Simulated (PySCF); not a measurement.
**`N[SiH2]O[Si@H](N)[SiH2]O`, H₁₀N₂O₂Si₃**

Geometry:
```json
{"atom": "N1", "x (Å)": "-1.268", "y (Å)": "0.753", "z (Å)": "1.808"}
{"atom": "Si2", "x (Å)": "-2.049", "y (Å)": "-0.199", "z (Å)": "0.572"}
{"atom": "O3", "x (Å)": "-0.897", "y (Å)": "-0.774", "z (Å)": "-0.388"}
{"atom": "Si4", "x (Å)": "0.456", "y (Å)": "-0.580", "z (Å)": "-1.327"}
{"atom": "N5", "x (Å)": "1.353", "y (Å)": "-2.047", "z (Å)": "-1.402"}
{"atom": "Si6", "x (Å)": "1.724", "y (Å)": "1.087", "z (Å)": "-0.406"}
{"atom": "O7", "x (Å)": "0.800", "y (Å)": "2.101", "z (Å)": "0.458"}
{"atom": "H8", "x (Å)": "-0.628", "y (Å)": "0.263", "z (Å)": "2.417"}
{"atom": "H9", "x (Å)": "-1.860", "y (Å)": "1.341", "z (Å)": "2.372"}
{"atom": "H10", "x (Å)": "-2.732", "y (Å)": "-1.396", "z (Å)": "1.061"}
{"atom": "H11", "x (Å)": "-2.900", "y (Å)": "0.754", "z (Å)": "-0.132"}
{"atom": "H12", "x (Å)": "-0.133", "y (Å)": "-0.456", "z (Å)": "-2.666"}
{"atom": "H13", "x (Å)": "0.903", "y (Å)": "-2.892", "z (Å)": "-1.715"}
{"atom": "H14", "x (Å)": "2.047", "y (Å)": "-2.265", "z (Å)": "-0.707"}
{"atom": "H15", "x (Å)": "2.794", "y (Å)": "0.582", "z (Å)": "0.482"}
{"atom": "H16", "x (Å)": "2.351", "y (Å)": "1.975", "z (Å)": "-1.386"}
{"atom": "H17", "x (Å)": "0.032", "y (Å)": "1.764", "z (Å)": "0.949"}
```

The calculation used GIAO BHandHLYP/pcSseg-1 magnetisability, rotational g tensor and spin-rotation constants, non-relativistic, gas phase in PySCF 2.14.0. Geometry: GFN2-xTB.

Task: How diamagnetic is it, and how anisotropic?

Result: Isotropic -1352 × 10⁻³⁰ J/T², or -81.4 × 10⁻⁶ cm³/mol; principal values -1462, -1305, -1289 × 10⁻³⁰ J/T², anisotropy 166 × 10⁻³⁰ J/T² (root of half the summed squared differences of the principal values). The susceptibility is in cgs units.

Task: Split it along the inertial axes a, b, c into diamagnetic and paramagnetic parts about the centre of mass, with the quadrupole moment.

Result: 
```tsv
axis	χ (10⁻⁶ cm³/mol)	diamagnetic (10⁻⁶ cm³/mol)	paramagnetic (10⁻⁶ cm³/mol)	summed x² of all electrons (Å²)	quadrupole Θ (D Å)
a	-86.3	-856.4	770.1	231.8	+7.46
b	-79.1	-1136.9	1057.8	165.7	-9.93
c	-78.8	-1686.6	1607.9	36.1	+2.47
```
Anisotropies 2χaa − χbb − χcc = -14.8 and 2χbb − χaa − χcc = +6.9 × 10⁻⁶ cm³/mol. Θ is traceless in Buckingham's convention.

Task: And the rotational g tensor?

Result: 
```
axis  rotational constant (GHz)        g  nuclear part  electronic part
   a                     1.6596  -0.0265        0.5739          -0.6004
   b                     1.1954  -0.0174        0.5767          -0.5941
   c                     0.7612  -0.0138        0.5612          -0.5750
```
Asymmetric top; isotopes 1H, 14N, 16O, 28Si; no vibrational averaging.
